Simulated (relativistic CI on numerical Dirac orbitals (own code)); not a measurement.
Calculated at this level of theory: Dirac-Coulomb-Breit CI, KLI orbitals optimised for each configuration, QED by a radiative potential, unscaled Slater integrals (own radial code, finite nucleus).

The strongest absorption lines from the ground level of an ion, among the configurations computed and to levels below about 9910 eV (vacuum wavelength in nm, gf): 0.14300 (0.44), 0.14398 (0.46), 0.14725 (2.1), 0.14740 (1.5), 0.14743 (0.96), 0.14897 (0.98), 0.16319 (4.2), 0.16351 (1.4).

(1) Which ion is it?
A. Ho⁵⁹⁺
B. Hf⁶⁴⁺
C. La⁴⁹⁺
D. Ho⁶¹⁺

Answers

(1) A. Ho⁵⁹⁺ has 8 electrons and the ground level 2s2.2p4 3P_2; the strongest line goes to 2s2.2p3.3d 3D°_3. The pattern of lines fixes the number of electrons, and along that sequence the line energies rise steadily with the charge (about as its square where n changes within one kind of shell, about linearly where n is kept but much faster in heavy ions where fine structure, which grows about as Z⁴, sets the gap, and irregularly where shells cross), which fixes Z. Configurations outside the model, such as inner-shell arrays, can give stronger lines. At this charge energies of transitions that change n are usually good to better than 1 %, and those within a shell (Δn = 0) to a few per cent.

LS names give the leading component of a level, which can be under half, so a name can repeat, a term be missing and a line seem to break the LS rules.
